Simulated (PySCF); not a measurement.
# Successive ionisation energies of europium

Calculated with PySCF 2.14, two-component X2C-1e (Gaussian nucleus, no Breit or QED terms), each ion in its own even-tempered basis; GMP2 freezes the deep shells of the larger ions and drops the highest virtual spinors; eV.

| ion | configuration | GHF (screened spin-orbit) | GMP2 (screened spin-orbit) | NIST | kind |
| --- | --- | --- | --- | --- | --- |
| Eu²²⁺ | [Kr] 4d5 | 709.71 | 709.21 | 709 ± 4 | theoretical |
| Eu²³⁺ | [Kr] 4d4 | 753.89 | 754.69 | 755 ± 4 | theoretical |
| Eu²⁴⁺ | [Kr] 4d3 | 793.94 | 794.51 | 795 ± 4 | theoretical |
| Eu²⁵⁺ | [Kr] 4d2 | 837.46 | 837.71 | 838 ± 4 | theoretical |
| Eu²⁶⁺ | [Kr] 4d1 | 878.19 | 878.49 | 879 ± 4 | theoretical |
| Eu²⁷⁺ | [Kr] | 1034.0 | 1035.3 | 1037 ± 4 | theoretical |
| Eu²⁸⁺ | [Ar] 3d10 4s2 4p5 | 1074.7 | 1076.1 | 1078 ± 4 | theoretical |
| Eu²⁹⁺ | [Ar] 3d10 4s2 4p4 | 1120.3 | 1121.1 | 1124 ± 4 | theoretical |
| Eu³⁰⁺ | [Ar] 3d10 4s2 4p3 | 1162.7 | 1163.6 | 1167 ± 4 | theoretical |
| Eu³¹⁺ | [Ar] 3d10 4s2 4p2 | 1244.7 | 1246.3 | 1249 ± 4 | theoretical |
| Eu³²⁺ | [Ar] 3d10 4s2 4p1 | 1292.5 | 1293.3 | 1296 ± 4 | theoretical |
| Eu³³⁺ | [Ar] 3d10 4s2 | 1395.9 | 1398.6 | 1406 ± 5 | theoretical |
